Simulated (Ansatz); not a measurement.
Start from `O[Si@H]1O[C@H]1F` and change one atom or group (the configuration at a centre changes too) to get `O[Si@@H]1O[C@@H]1Cl`.

Ansatz, PBE0-D4/def2-TZVP geometries, multiplicity 1. Each molecule was computed in one conformer, which needn't be the lowest.

```tsv
property	`O[Si@H]1O[C@H]1F`
HOMO energy (PBE/def2-TZVPP) / eV	-6.13
HOMO energy (ωB97M-V/def2-TZVPP) / eV	-9.83
size of the dipole moment (ωB97M-V/def2-TZVPP) / D	1.61
LUMO energy (PBE/def2-TZVPP) / eV	-0.73
ideal-gas entropy at 298 K and 1 bar (rigid rotor, harmonic PBE0-D4/def2-TZVP) / J/(mol·K)	312
HOMO energy (B3LYP/def2-TZVPP) / eV	-7.35
```

Question: Give the same properties after the change, and the shifts. (Best estimate.)

Answer: Ansatz gave: 
| property | `O[Si@@H]1O[C@@H]1Cl` | shift |
| --- | --- | --- |
| HOMO energy (PBE/def2-TZVPP) / eV | -6.19 | -0.06 |
| HOMO energy (ωB97M-V/def2-TZVPP) / eV | -9.74 | 0.09 |
| size of the dipole moment (ωB97M-V/def2-TZVPP) / D | 1.67 | 0.06 |
| LUMO energy (PBE/def2-TZVPP) / eV | -1.06 | -0.33 |
| ideal-gas entropy at 298 K and 1 bar (rigid rotor, harmonic PBE0-D4/def2-TZVP) / J/(mol·K) | 323 | 11 |
| HOMO energy (B3LYP/def2-TZVPP) / eV | -7.30 | 0.05 |

Dipoles are sizes alone; their direction can turn.

B3LYP here is the variant with VWN-RPA as its local correlation; programs differ in this.
